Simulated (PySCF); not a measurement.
SbF⁺, HF: how much the basis matters

PySCF, UHF reference; doublet, unpaired electrons π ↑; De to Sb⁺ + F without counterpoise correction.

| basis | relativity | functions | Re (Å) | ωe (cm⁻¹) | De (eV) | μ (D) |
| --- | --- | --- | --- | --- | --- | --- |
| x2c-SVPall | spin-free X2C | 50 | 1.860 | 765 | 1.85 | -3.56 |
| aug-cc-pVDZ-PP/aug-cc-pVDZ | scalar-relativistic core potentials | 55 | 1.851 | 759 | 2.11 | -3.27 |
| def2-TZVPPD | scalar-relativistic core potentials | 96 | 1.822 | 775 | 2.27 | -3.04 |

Q: How does each smaller set differ from the one with most functions, def2-TZVPPD?

A: x2c-SVPall: +3.8 pm, -1.3 % in ωe, -0.42 eV in De; aug-cc-pVDZ-PP/aug-cc-pVDZ: +2.9 pm, -2.1 % in ωe, -0.16 eV in De. All at HF; the set with most functions is neither the basis-set limit nor always the best. The rows treat relativity differently, so the differences are not basis effects alone.

A positive dipole points towards F; it is taken about the centre of mass and depends on that origin. These are scalar-relativistic numbers at best; spin–orbit coupling would shift them, the dissociation energy most. For an ion De counts to the pair picked by the measured ionisation energies or electron affinities, which need not be the lowest pair at this level. Hartree–Fock leaves out correlation, which carries a large part of most bond energies and some tenths to 1 eV of ionisation energies. The state was picked by a PBE0 search and need not be the measured ground state.
